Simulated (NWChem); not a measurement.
System: TaH3SO3; SMILES [OH][Ta]([OH])([OH])=[S]

Here is an NWChem input.

```
start job
memory heap 200 mb stack 900 mb global 1100 mb
geometry units angstroms noautoz
  Ta    -0.000149    -0.154482    -0.000622
  S      0.000258     2.018893     0.002726
  O      1.425738    -0.791650     1.070600
  H      2.126749    -0.400531     1.598627
  O      0.215331    -0.787178    -1.772606
  H      0.321540    -0.393725    -2.642730
  O     -1.641805    -0.790581     0.697262
  H     -2.448469    -0.398933     1.042370
end
basis spherical
  * library def2-svpd
end
ecp
  Ta library def2-ecp
end
dft
  xc xpbe96 cpbe96
  iterations 150
  mulliken
end
task dft energy
```

Excerpt of the output:

```
             Northwest Computational Chemistry Package (NWChem) 7.3.0
             --------------------------------------------------------

 C3  symmetry detected

                             Geometry "geometry" -> ""
                             -------------------------

 Output coordinates in angstroms (scale by  1.889725989 to convert to a.u.)

  No.       Tag          Charge          X              Y              Z
 ---- ---------------- ---------- -------------- -------------- --------------
    1 Ta                  73.0000    -0.00000000     0.00000000    -0.16203947
    2 S                   16.0000    -0.00000000     0.00000000     2.01133815
    3 O                    8.0000     1.78062988    -0.11133368    -0.79736120
    4 H                    1.0000     2.65612925    -0.16590265    -0.40528675
    5 O                    8.0000    -0.79389715     1.59773755    -0.79736120
    6 H                    1.0000    -1.18438872     2.38322673    -0.40528675
    7 O                    8.0000    -0.98673273    -1.48640387    -0.79736120
    8 H                    1.0000    -1.47174053    -2.21732409    -0.40528675

 Effective nuclear repulsion energy (a.u.)     938.3920929342

      Symmetry information
      --------------------

 Group name             C3
 Group number              5
 Group order               3
 No. of unique centers     4

 Summary of "ao basis" -> "ao basis" (spherical)
 ------------------------------------------------------------------------------
       Tag                 Description            Shells   Functions and Types
 ---------------- ------------------------------  ------  ---------------------
 Ta                        def2-svpd                13       35   6s4p2d1f
 S                         def2-svpd                11       27   5s4p2d
 O                         def2-svpd                 9       23   4s3p2d
 H                         def2-svpd                 4        8   2s2p

      Symmetry analysis of basis
      --------------------------

        a          57
        e+         49
        e-         49

  Rotation of axis

            General Information
            -------------------
          SCF calculation type: DFT
          Wavefunction type:  closed shell.
          No. of atoms     :     8
          No. of electrons :    56
           Alpha electrons :    28
            Beta electrons :    28
          Charge           :     0
          Spin multiplicity:     1
          Use of symmetry is: on ; symmetry adaption is: on
          Maximum number of iterations: 150
          AO basis - number of functions:   155
                     number of shells:    63
          Convergence on energy requested:  1.00D-06
          Convergence on density requested:  1.00D-05
          Convergence on gradient requested:  5.00D-04

              XC Information
              --------------
          PerdewBurkeErnzerhof Exchange Functional  1.000
            Perdew 1991 LDA Correlation Functional  1.000 local
           PerdewBurkeErnz. Correlation Functional  1.000 non-local

             Grid Information
             ----------------
          Grid used for XC integration:  medium
          Radial quadrature: Mura-Knowles
          Angular quadrature: Lebedev.
          Tag              B.-S. Rad. Rad. Pts. Rad. Cut. Ang. Pts.
          ---              ---------- --------- --------- ---------
          Ta                  1.45      123          11.0       590
          S                   1.00       88          12.0       590
          O                   0.60       49          13.0       434
          H                   0.35       45          12.0       434
          Grid pruning is: on
          Number of quadrature shells:   305
          Spatial weights used:  Erf1

      Superposition of Atomic Density Guess
      -------------------------------------

 Sum of atomic energies:        -684.85108611

      Non-variational initial energy
      ------------------------------

 Total energy =    -679.755598
 1-e energy   =   -1483.715931
 2-e energy   =     537.316155
 HOMO         =      -0.359253
 LUMO         =      -0.024235

      Symmetry analysis of molecular orbitals - initial
      -------------------------------------------------

  Numbering of irreducible representations:

     1 a           2 e+          3 e-

  Orbital symmetries:

     1 a           2 a           3 e+          4 e+          5 a
     6 a           7 e+          8 e+          9 a          10 e+
    11 e+         12 a          13 a          14 e+         15 e+
    16 a          17 a          18 e+         19 e+         20 e+
    21 e+         22 a          23 e+         24 e+         25 a
    26 a          27 e+         28 e+         29 a          30 e+
    31 e+         32 a          33 e+         34 e+         35 a
    36 e+         37 e+         38 e+

     ---------------------------------------------
      Total Density - Mulliken Population Analysis
     ---------------------------------------------

    Atom       Charge   Shell Charges
 -----------   ------   -------------------------------------------------------
    1 Ta  13     9.56   0.03 -0.32  1.78  0.52  0.31  0.11  5.47  0.56 -0.08 -0.15  1.29 -0.08  0.13
    2 S   16    17.37   2.00  1.99  1.25  0.67  0.03  5.94  2.00  3.18  0.26  0.02  0.02
    3 O    8     8.98   1.99  1.11  0.64 -0.00  3.14  1.95  0.14  0.00  0.00
    4 H    1     0.71   0.55  0.09  0.06  0.01
    5 O    8     8.98   1.99  1.11  0.64 -0.00  3.14  1.95  0.14  0.00  0.00
    6 H    1     0.71   0.55  0.09  0.06  0.01
    7 O    8     8.98   1.99  1.11  0.64 -0.00  3.14  1.95  0.14  0.00  0.00
    8 H    1     0.71   0.55  0.09  0.06  0.01

   convergence    iter        energy       DeltaE   RMS-Dens  Diis-err
 ---------------- ----- ----------------- --------- --------- ---------
 d= 0,ls=0.0,diis     1   -681.9114778386 -9.49D+02  3.76D-02  2.80D+00
 d= 0,ls=0.0,diis     2   -676.5111941483  5.40D+00  3.05D-02  4.45D+01
 d= 0,ls=0.0,diis     3   -682.1841981354 -5.67D+00  8.11D-03  9.60D-01
 d= 0,ls=0.0,diis     4   -682.1118728940  7.23D-02  5.21D-03  1.22D+00
 d= 0,ls=0.0,diis     5   -682.2864622541 -1.75D-01  1.13D-03  1.29D-02
  Resetting Diis
 d= 0,ls=0.0,diis     6   -682.2868105750 -3.48D-04  5.51D-04  9.36D-03
 d= 0,ls=0.0,diis     7   -682.2884079700 -1.60D-03  2.58D-04  1.29D-04
 d= 0,ls=0.0,diis     8   -682.2881784336  2.30D-04  2.09D-04  1.54D-03
 d= 0,ls=0.0,diis     9   -682.2884263178 -2.48D-04  3.03D-05  3.13D-05
 d= 0,ls=0.0,diis    10   -682.2884292171 -2.90D-06  9.71D-06  5.51D-06
 d= 0,ls=0.0,diis    11   -682.2884297803 -5.63D-07  2.70D-06  2.71D-07

         Total DFT energy =     -682.288429780263
      One electron energy =    -1489.321599713382
           Coulomb energy =      599.309257770842
    Exchange-Corr. energy =      -58.920266845805
 Nuclear repulsion energy =      266.644179008082

 Numeric. integr. density =       55.999996545660

                  Occupations of the irreducible representations
                  ----------------------------------------------

                     irrep           alpha         beta
                     --------     --------     --------
                     a                12.0         12.0
                     e+               16.0         16.0
                     e-                0.0          0.0

                       DFT Final Molecular Orbital Analysis
                       ------------------------------------

 Vector   26  Occ=2.000000D+00  E=-2.685942D-01  Symmetry=a
              MO Center=  1.2D-15,  2.9D-15,  1.6D+00, r^2= 2.6D+00
   Bfn.  Coefficient  Atom+Function         Bfn.  Coefficient  Atom+Function
  ----- ------------  ---------------      ----- ------------  ---------------
    49      0.489164  2 S  pz                46      0.397405  2 S  pz
    21     -0.340595  1 Ta d  0               5     -0.292258  1 Ta s
     3      0.254849  1 Ta s                 43      0.230727  2 S  pz
    38      0.168075  2 S  s                  9      0.156851  1 Ta pz
     2     -0.150481  1 Ta s                 66      0.147670  3 O  s

 Vector   27  Occ=2.000000D+00  E=-2.372939D-01  Symmetry=e+
              MO Center= -8.4D-03,  3.8D-02,  1.5D+00, r^2= 2.4D+00
   Bfn.  Coefficient  Atom+Function         Bfn.  Coefficient  Atom+Function
  ----- ------------  ---------------      ----- ------------  ---------------
    48      0.431041  2 S  py                45      0.329864  2 S  py
    47     -0.283495  2 S  px                20      0.255293  1 Ta d -1
    44     -0.216950  2 S  px                42      0.188904  2 S  py
    22      0.167897  1 Ta d  1              41     -0.124242  2 S  px
   100     -0.119029  5 O  pz                51      0.088756  2 S  py

 Vector   28  Occ=2.000000D+00  E=-2.372939D-01  Symmetry=e+
              MO Center=  8.4D-03, -3.8D-02,  1.5D+00, r^2= 2.4D+00
   Bfn.  Coefficient  Atom+Function         Bfn.  Coefficient  Atom+Function
  ----- ------------  ---------------      ----- ------------  ---------------
    47      0.431041  2 S  px                44      0.329864  2 S  px
    48      0.283495  2 S  py                22     -0.255293  1 Ta d  1
    45      0.216950  2 S  py                41      0.188904  2 S  px
    20      0.167897  1 Ta d -1              42      0.124242  2 S  py
   131      0.110289  7 O  pz                69     -0.095876  3 O  pz

 Vector   29  Occ=0.000000D+00  E=-7.405773D-02  Symmetry=e+
              MO Center=  6.1D-02,  7.1D-02,  3.3D-01, r^2= 3.5D+00
   Bfn.  Coefficient  Atom+Function         Bfn.  Coefficient  Atom+Function
  ----- ------------  ---------------      ----- ------------  ---------------
    22      0.672817  1 Ta d  1              20      0.389448  1 Ta d -1
    47      0.278360  2 S  px                23     -0.255258  1 Ta d  2
    44      0.169989  2 S  px                48     -0.161114  2 S  py
    27      0.143919  1 Ta d  1              50      0.134479  2 S  px
    86      0.115592  4 H  s                 66     -0.111235  3 O  s

 Vector   30  Occ=0.000000D+00  E=-7.405773D-02  Symmetry=e+
              MO Center= -6.1D-02, -7.1D-02,  3.3D-01, r^2= 3.5D+00
   Bfn.  Coefficient  Atom+Function         Bfn.  Coefficient  Atom+Function
  ----- ------------  ---------------      ----- ------------  ---------------
    20      0.672817  1 Ta d -1              22     -0.389448  1 Ta d  1
    48     -0.278360  2 S  py                19     -0.255258  1 Ta d -2
    45     -0.169989  2 S  py                47     -0.161114  2 S  px
    25      0.143919  1 Ta d -1              51     -0.134479  2 S  py
   148      0.128890  8 H  s                128     -0.124022  7 O  s

 Vector   31  Occ=0.000000D+00  E=-4.218254D-02  Symmetry=a
              MO Center= -4.1D-15,  1.6D-14, -1.4D-01, r^2= 9.7D+00
   Bfn.  Coefficient  Atom+Function         Bfn.  Coefficient  Atom+Function
  ----- ------------  ---------------      ----- ------------  ---------------
     6      3.546383  1 Ta s                 40     -1.260349  2 S  s
    66     -0.847303  3 O  s                 97     -0.847303  5 O  s
   128     -0.847303  7 O  s                  5      0.657349  1 Ta s
    15      0.623311  1 Ta pz                52      0.431802  2 S  pz
    18     -0.298107  1 Ta pz                21     -0.288367  1 Ta d  0

     ---------------------------------------------
      Total Density - Mulliken Population Analysis
     ---------------------------------------------

    Atom       Charge   Shell Charges
 -----------   ------   -------------------------------------------------------
    1 Ta  13    11.29   0.04 -0.34  1.88  0.45  0.40  0.05  5.57  0.44 -0.11  0.11  2.61  0.03  0.17
    2 S   16    16.65   2.00  1.98  1.28  0.64  0.05  5.92  1.80  2.64  0.28  0.03  0.03
    3 O    8     8.45   1.99  1.08  0.64  0.01  2.88  1.68  0.16  0.01  0.00
    4 H    1     0.90   0.71  0.09  0.07  0.04
    5 O    8     8.45   1.99  1.08  0.64  0.01  2.88  1.68  0.16  0.01  0.00
    6 H    1     0.90   0.71  0.09  0.07  0.04
    7 O    8     8.45   1.99  1.08  0.64  0.01  2.88  1.68  0.16  0.01  0.00
    8 H    1     0.90   0.71  0.09  0.07  0.04

     -------------------------------------------
      Total Density - Lowdin Population Analysis
     -------------------------------------------

    Atom       Charge   Shell Charges
 -----------   ------   -------------------------------------------------------
    1 Ta  13    12.16   0.00  0.04  1.03  0.65  0.19  0.08  4.80  1.01  0.23  0.49  2.32  0.94  0.37
    2 S   16    15.97   2.00  1.96  0.93  0.56  0.13  5.81  1.90  2.23  0.33  0.03  0.10
    3 O    8     8.22   1.97  0.84  0.48  0.10  2.69  1.70  0.26  0.01  0.18
    4 H    1     1.07   0.50  0.13  0.17  0.26
    5 O    8     8.22   1.97  0.84  0.48  0.10  2.69  1.70  0.26  0.01  0.18
    6 H    1     1.07   0.50  0.13  0.17  0.26
    7 O    8     8.22   1.97  0.84  0.48  0.10  2.69  1.70  0.26  0.01  0.18
    8 H    1     1.07   0.50  0.13  0.17  0.26

     Multipole analysis of the density
     ---------------------------------

     L   x y z        total         alpha         beta         nuclear
     -   - - -        -----         -----         ----         -------
     0   0 0 0     -0.000000    -28.000000    -28.000000     56.000000

     1   1 0 0     -0.000000     -0.000000     -0.000000      0.000000
     1   0 1 0      0.000000      0.000000      0.000000      0.000000
     1   0 0 1     -0.387846     -9.380229     -9.380229     18.372612

     2   2 0 0    -34.901944   -104.621142   -104.621142    174.340341
     2   1 1 0      0.000000      0.000000      0.000000      0.000000
     2   1 0 1      0.000000      0.000000      0.000000     -0.000000
     2   0 2 0    -34.901944   -104.621142   -104.621142    174.340341
     2   0 1 1      0.000000      0.000000      0.000000     -0.000000
     2   0 0 2    -47.074290   -167.845007   -167.845007    288.615724
```

Level: PBE/def2-SVPD with def2 effective core potentials on Ta. Geometry: optimised at PBE0/def2-SVP. No frequency run checked for a minimum. def2 effective core potentials on Ta; no spin-orbit coupling.
